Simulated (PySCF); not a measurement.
Job file and geometry (Å, from PBE0-D3(BJ)/def2-SVP) of an NMR shielding run on SMILES C[SiH2]N[SiH2][C@@H]1CC[C@@H]1C#N, C6H14N2Si2, GIAO wB97X-D/pcSseg-1 NMR shielding, non-relativistic, gas phase in PySCF 2.14.0, density-fitted response routines; density fitting, a coarse starting grid and PySCF grid level 2 are the driver's defaults:

```
$ OMP_NUM_THREADS=1 python probes_run.py task.json out

{"job": {"kind": "nmr", "xc": "wB97X-D", "basis": "pcSseg-1", "pop": false}, "charge": 0, "multiplicity": 1}
C      3.427439     1.329421     0.112932
Si     3.009244    -0.446122    -0.324678
N      1.375994    -0.615255    -0.912720
Si    -0.001330    -1.353868    -0.169800
C     -1.169252    -0.107304     0.659300
C     -2.566298    -0.691830     0.988557
C     -3.128924     0.001821    -0.263981
C     -1.875154     0.909668    -0.288449
C     -1.249794     1.198577    -1.568908
N     -0.721529     1.373610    -2.585447
H      3.300021     1.984968    -0.763203
H      4.471683     1.417597     0.452491
H      2.768668     1.700779     0.913058
H      3.109964    -1.315706     0.887676
H      3.987787    -0.925487    -1.352425
H      1.165335    -0.126098    -1.782689
H     -0.813127    -2.107250    -1.178526
H      0.464589    -2.285516     0.900263
H     -0.631600     0.363815     1.497852
H     -2.661303    -1.788599     1.028781
H     -2.983362    -0.279385     1.919666
H     -4.097771     0.513762    -0.183170
H     -3.153036    -0.668010    -1.134860
H     -2.066141     1.865413     0.225277
```

Problem. What does the program print?

Solution. 
```
coarse grid: 20568 points
cycle   1  E = -925.2170016539  dE =  1.204e+00  |g| = 6.488e-01  |ddm| = 4.414e+00
cycle   2  E = -925.1524938323  dE =  6.451e-02  |g| = 8.986e-01  |ddm| = 1.177e+00
cycle   3  E = -925.3190515575  dE = -1.666e-01  |g| = 1.146e-01  |ddm| = 6.568e-01
cycle   4  E = -925.3213785860  dE = -2.327e-03  |g| = 6.072e-02  |ddm| = 1.124e-01
cycle   5  E = -925.3221451421  dE = -7.666e-04  |g| = 1.108e-02  |ddm| = 5.829e-02
cycle   6  E = -925.3221726587  dE = -2.752e-05  |g| = 2.847e-03  |ddm| = 1.208e-02
cycle   7  E = -925.3221749194  dE = -2.261e-06  |g| = 8.008e-04  |ddm| = 4.621e-03
final grid: 188296 points
cycle   8  E = -925.3896185664  dE = -2.674e-04  |g| = 8.158e-03  |ddm| = 5.863e-02
cycle   9  E = -925.3896186040  dE = -3.756e-08  |g| = 8.733e-03  |ddm| = 1.339e-02
cycle  10  E = -925.3896331151  dE = -1.451e-05  |g| = 1.667e-03  |ddm| = 5.799e-03
cycle  11  E = -925.3896335598  dE = -4.447e-07  |g| = 9.002e-04  |ddm| = 1.756e-03
cycle  12  E = -925.3896337416  dE = -1.818e-07  |g| = 1.935e-04  |ddm| = 9.047e-04
cycle  13  E = -925.3896337498  dE = -8.170e-09  |g| = 4.663e-05  |ddm| = 2.266e-04
cycle  14  E = -925.3896337505  dE = -7.296e-10  |g| = 1.540e-05  |ddm| = 9.179e-05
converged SCF energy = -925.3896337505

GIAO shielding tensors (ppm)
atom      isotropic    diamagn.    paramagn.     s11        s22        s33       span
  0 C      183.173     256.052     -72.878    170.975    184.804    193.742     22.767
  1 Si     377.056     880.466    -503.409    323.734    380.605    426.829    103.095
  2 N      242.964     331.797     -88.833    231.310    240.575    257.007     25.696
  3 Si     378.954     882.795    -503.842    330.297    371.099    435.466    105.169
  4 C      159.781     251.998     -92.217    144.841    159.178    175.324     30.483
  5 C      165.277     252.489     -87.212    154.197    162.934    178.701     24.504
  6 C      158.130     254.062     -95.933    143.402    153.565    177.422     34.021
  7 C      162.506     251.948     -89.443    145.716    169.247    172.554     26.839
  8 C       54.628     264.142    -209.514    -66.219    -62.942    293.044    359.263
  9 N      -39.261     342.358    -381.619   -203.065   -191.791    277.074    480.139
 10 H       30.846      31.853      -1.007     26.957     29.276     36.306      9.348
 11 H       31.399      26.882       4.518     27.222     27.598     39.378     12.156
 12 H       31.178      35.203      -4.025     26.941     29.996     36.596      9.655
 13 H       26.789      30.025      -3.236     23.169     26.331     30.868      7.699
 14 H       26.578      27.911      -1.333     22.228     25.231     32.275     10.047
 15 H       30.191      37.454      -7.263     20.905     29.202     40.466     19.561
 16 H       26.421      31.503      -5.082     22.661     25.873     30.729      8.068
 17 H       26.888      31.625      -4.737     23.046     26.325     31.293      8.247
 18 H       29.772      35.764      -5.992     26.043     28.455     34.817      8.773
 19 H       30.022      30.599      -0.577     26.010     27.706     36.351     10.341
 20 H       29.411      30.785      -1.373     26.115     26.589     35.529      9.414
 21 H       29.319      28.633       0.686     25.573     26.010     36.374     10.801
 22 H       29.151      30.888      -1.738     26.574     27.713     33.166      6.592
 23 H       28.540      31.274      -2.734     24.590     27.721     33.309      8.720
```

Problem. Turn these shieldings into chemical shifts. Referencing at the same level of theory: 13C (σ = 184.54 ppm) and 29Si (σ = 352.93 ppm) and 1H (σ = 31.38 ppm) vs TMS; 15N (σ = 263.98 ppm) against NH3.

Solution. Averaging equivalent atoms: C 8: 129.9; C 6: 26.4; C 4: 24.8; C 7: 22.0; C 5: 19.3; C 0: 1.4; Si 1: -24.1; Si 3: -26.0; N 9: 303.2; N 2: 21.0; H 16: 4.96; H 14: 4.80; H 13: 4.59; H 17: 4.49; H 23: 2.84; H 22: 2.23; H 21: 2.06; H 20: 1.97; H 18: 1.61; H 19: 1.36; H 15: 1.19; H 10/11/12: 0.24 ppm. Experimental scales use liquid or dissolved standards, which lie at an offset from isolated NH3 (liquid NH3: subtract about 20 ppm). Unscaled 15N shifts of sp2 nitrogen come out 20 to 40 ppm too high even then.

Size and cost of the density-fitted run: 254 basis functions, 65 s wall time on 1 thread of an Arm Neoverse V2, shared host; peak memory 1.4 GiB.
